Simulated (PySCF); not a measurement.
Species: C9H7 (doublet state).
Atom-mapped SMILES: `[CH3:1][C:2]#[C:3][c:4]1[cH:5][c:6][cH:7][cH:8][cH:9]1` (hydrogens: H10, H11, H12 on C1; H13 on C5; H14 on C7; H15 on C8; H16 on C9)

Computed geometry: GFN2-xTB, gas phase. This method treats the open shell by occupation alone, without spin polarisation.

(1) What internal coordinates does the optimisation give?

Results:

(1) 
| bond | length (Å) |
| --- | --- |
| C1–C2 | 1.444 |
| C2≡C3 | 1.204 |
| C3–C4 | 1.412 |
| C4–C5 | 1.408 |
| C5–C6 | 1.358 |
| C6–C7 | 1.365 |
| C7–C8 | 1.395 |
| C8–C9 | 1.381 |
| C4–C9 | 1.394 |
| C1–H10, C1–H11, C1–H12 | 1.090 |
| C5–H13 | 1.080 |
| C7–H14 | 1.080 |
| C8–H15 | 1.081 |
| C9–H16 | 1.081 |

Bonds in one row agree within 0.01 Å and their mean is given. A selection of angles:
| angle | degrees |
| --- | --- |
| C1–C2–C3 | 179.0 |
| C2–C3–C4 | 179.3 |
| C3–C4–C5 | 119.8 |
| C3–C4–C9 | 121.2 |
| C5–C4–C9 | 119.1 |
| C4–C5–C6 | 117.4 |
| C5–C6–C7 | 125.3 |
| C6–C7–C8 | 117.1 |
| C7–C8–C9 | 120.2 |
| C4–C9–C8 | 120.9 |

C8 (carbon bonded to 2 C and H) is planar (angles 120.2°, 120.2° and 119.6°, sum 360.0°, 0.00 Å off the plane of its three neighbours). C7 (carbon bonded to 2 C and H) is planar (angles 122.3°, 120.6° and 117.1°, sum 360.0°, 0.00 Å off the plane of its three neighbours). C9 (carbon bonded to 2 C and H) is planar (angles 120.9°, 120.1° and 118.9°, sum 360.0°, 0.00 Å off the plane of its three neighbours). C5 (carbon bonded to 2 C and H) is planar (angles 122.9°, 119.6° and 117.4°, sum 360.0°, 0.00 Å off the plane of its three neighbours). The 6-membered ring C4–C5–C6–C7–C8–C9 has internal angles of 117.1° to 125.3°; it is planar, 0.00 Å rms from its mean plane, widest ring torsion 0°. C4 (carbon bonded to 3 C) is planar (angles 121.2°, 119.8° and 119.1°, sum 360.0°, 0.00 Å off the plane of its three neighbours). The 9 heavy atoms lie in one plane (0.002 Å rms).

Point group: near Cs, missed by 0.39 Å at most; the miss may be what the optimiser left on a soft mode. No frequency check.
